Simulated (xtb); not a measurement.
C3H9Ga, charge +1, doublet, from a rough starting geometry (GFN-xTB shapes and energies of metal compounds can be far from the true ones) (a state made from the parent by changing its charge; the spin is typed, not shown lowest); GFN2-xTB in xtb.

Here is a job for xtb.
```
$ xtb mol.xyz --gfn 2 --chrg 1 --uhf 1 --opt vtight --json

# file mol.xyz
13

Ga    -0.04017088     0.03020556     0.02505985
C     -1.41751986    -1.51129409    -0.13430488
H     -1.16533395    -2.21764466    -0.91039856
H     -2.41515964    -1.05871473    -0.42622174
H     -1.56836364    -2.00881131     0.78879853
C     -0.17919528     1.71827061    -1.08042395
H      0.56990168     1.78094473    -1.79683724
H     -0.06258721     2.63204240    -0.43636601
H     -1.13977486     1.80338494    -1.61877056
C      1.61497785    -0.28166055     1.22890489
H      1.97018677     0.70869242     1.59183300
H      2.43196785    -0.75951953     0.69696515
H      1.36730238    -0.91387737     2.07583557
```

**Question.** What does xtb print? Leave out banner, timings and long lists.

**Answer.** 
```
   ID    Z sym.   atoms
    1   31 Ga     1
    2    6 C      2, 6, 10
    3    1 H      3-5, 7-9, 11-13

           -------------------------------------------------
          |                Calculation Setup                |
           -------------------------------------------------

           -------------------------------------------------
          |                 G F N 2 - x T B                 |
           -------------------------------------------------

          ...................................................
          :                      SETUP                      :
          :.................................................:
          :  # basis functions                  31          :
          :  # atomic orbitals                  30          :
          :  # shells                           18          :
          :  # electrons                        23          :
          :  max. iterations                   250          :
          :  Hamiltonian                  GFN2-xTB          :
          :  restarted?                      false          :
          :  GBSA solvation                  false          :
          :  PC potential                    false          :
          :  electronic temp.          300.0000000     K    :
          :  accuracy                    1.0000000          :
          :  -> integral cutoff          0.2500000E+02      :
          :  -> integral neglect         0.1000000E-07      :
          :  -> SCF convergence          0.1000000E-05 Eh   :
          :  -> wf. convergence          0.1000000E-03 e    :
          :  Broyden damping             0.4000000          :
          :  net charge                          1          :
          :  unpaired electrons                  1          :
          ...................................................

 iter      E             dE          RMSdq      gap      omega  full diag
   1    -11.8157951 -0.118158E+02  0.100E+01    4.68       0.0  T
   2    -11.7552653  0.605298E-01  0.687E+00    4.46       1.0  T
   3    -11.4431511  0.312114E+00  0.980E+00    3.72       1.0  T
   4    -11.6505533 -0.207402E+00  0.533E+00    3.96       1.0  T
   5    -11.8119519 -0.161399E+00  0.193E+00    4.52       1.0  T
   6    -11.8139809 -0.202896E-02  0.157E+00    4.58       1.0  T
   7    -11.8229629 -0.898195E-02  0.128E+00    4.64       1.0  T
   8    -11.7990364  0.239265E-01  0.190E+00    4.63       1.0  T
[...]
 * total energy  :   -11.6816657 Eh     change       -0.6711676E-05 Eh
 * total energy  :   -11.6816698 Eh     change       -0.4193113E-05 Eh
 * total energy  :   -11.6816721 Eh     change       -0.2269610E-05 Eh
 * total energy  :   -11.6816738 Eh     change       -0.1733956E-05 Eh
 * total energy  :   -11.6816757 Eh     change       -0.1846555E-05 Eh
 * total energy  :   -11.6816776 Eh     change       -0.1878020E-05 Eh
 * total energy  :   -11.6816795 Eh     change       -0.1947410E-05 Eh
 * total energy  :   -11.6816815 Eh     change       -0.1952083E-05 Eh
 * total energy  :   -11.6816824 Eh     change       -0.9005877E-06 Eh
 * total energy  :   -11.6816826 Eh     change       -0.2314886E-06 Eh
 * total energy  :   -11.6816827 Eh     change       -0.1021868E-06 Eh
 * total energy  :   -11.6816828 Eh     change       -0.9406341E-07 Eh
   *** GEOMETRY OPTIMIZATION CONVERGED AFTER 58 ITERATIONS ***
         :: total energy             -11.681682801369 Eh    ::
[...]
    13   1 H        0.925     0.128     1.548     1.946

 Mol. C6AA /au·bohr⁶  :       1578.493821
 Mol. C8AA /au·bohr⁸  :      71758.616171
 Mol. α(0) /au        :         71.235440

Wiberg/Mayer (AO) data.
largest (>0.10) Wiberg bond orders for each atom

 ---------------------------------------------------------------------------
     #   Z sym  total        # sym  WBO       # sym  WBO       # sym  WBO
 ---------------------------------------------------------------------------
     1  31 Ga   2.885 --     2 C    0.969    10 C    0.687     6 C    0.685
     2   6 C    3.989 --     1 Ga   0.969     3 H    0.905     4 H    0.903
                             5 H    0.903    10 C    0.151     6 C    0.149
     3   1 H    0.982 --     2 C    0.905
     4   1 H    0.982 --     2 C    0.903
     5   1 H    0.982 --     2 C    0.903
     6   6 C    3.798 --     9 H    0.923     8 H    0.920     7 H    0.920
                             1 Ga   0.685    10 C    0.183     2 C    0.149
     7   1 H    0.980 --     6 C    0.920
     8   1 H    0.981 --     6 C    0.920
     9   1 H    0.983 --     6 C    0.923
    10   6 C    3.802 --    13 H    0.923    12 H    0.921    11 H    0.919
                             1 Ga   0.687     6 C    0.183     2 C    0.151
    11   1 H    0.980 --    10 C    0.919
    12   1 H    0.981 --    10 C    0.921
    13   1 H    0.983 --    10 C    0.923
 ---------------------------------------------------------------------------

Topologies differ in total number of bonds
Writing topology from bond orders to xtbtopo.mol

molecular dipole:
                 x           y           z       tot (Debye)
 q only:        0.073       0.070       0.012
   full:        0.071       0.064       0.012       0.246
molecular quadrupole (traceless):
                xx          xy          yy          xz          yz          zz
 q only:        1.885       5.333       2.470       3.549      -2.407      -4.355
  q+dip:        2.066       5.857       2.712       3.829      -2.549      -4.779
   full:        0.977       2.655       1.397       2.434      -1.827      -2.374

optimized geometry written to: xtbopt.xyz

           -------------------------------------------------
          | TOTAL ENERGY              -11.681682801369 Eh   |
          | GRADIENT NORM               0.000082070825 Eh/α |
          | HOMO-LUMO GAP               3.893914003201 eV   |
           -------------------------------------------------
```
